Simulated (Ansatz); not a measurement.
# Match the barriers

Saddle point of Si2NH8F, singlet (SiNH₄F ([NH2][SiH2][F]) + SiH₄ → Si₂NH₇ ([NH2][SiH2][SiH3]) + HF; bonds formed: Si1–Si7, F2–H6; bonds broken: Si1–F2, H6–Si7), PBE0-D4/def2-TZVP structure:

Si1  (-0.823, -0.109, 0.305)
F2  (-0.082, -1.863, -0.285)
H3  (-2.048, -0.455, -0.444)
H4  (-0.879, 1.386, 0.464)
N5  (-0.537, -0.588, 1.901)
H6  (0.409, -0.901, -0.756)
Si7  (0.990, 0.747, -1.309)
H8  (-0.308, -1.530, 2.165)
H9  (-0.497, 0.075, 2.654)
H10  (1.786, 1.554, -0.352)
H11  (1.924, 0.072, -2.259)
H12  (0.066, 1.612, -2.085)
(Å)

Computed with Ansatz 0.2.0 (basis: def2-TZVPP, with def2-QZVPP for the basis limit); correlated methods freeze the cores. Extrapolation: Hartree–Fock as exp(−7.88 √X), correlation as X^−2.97. Four methods, as single points on the PBE0-D4 structures, gave these electronic barriers from the start structure: 259.7, 266.3, 295.1, 391.6 kJ/mol.

(1) The methods were, in alphabetical order, BLYP-D4, HF, MP2, r2SCAN-D4. Which gave which? (A judgement: the text doesn't fix the answer.)

No T1 diagnostic of these runs exceeds 0.014.

## Answers

(1) By the calculation: r2SCAN-D4 259.7; BLYP-D4 266.3; MP2 295.1; HF 391.6 kJ/mol. For comparison, CCSD(T) at an estimated basis limit (MP2 extrapolated from triple and quadruple zeta, plus CCSD(T) − MP2 in triple zeta) gives 293.4 kJ/mol.

Labels in which every atom is bracketed show which atoms are joined, not bond orders.

For scale, one of the runs: CCSD(T)/def2-TZVPP, 258 basis functions, launched by `ansatz run in.yaml --threads 4 --pin off --events-out ev --progress --plain --max-ram 9574MiB`. The run took 2.6 min on 4 CPU threads of an Arm Neoverse V1 (shared host), with 5.7 GiB of host memory at its peak.
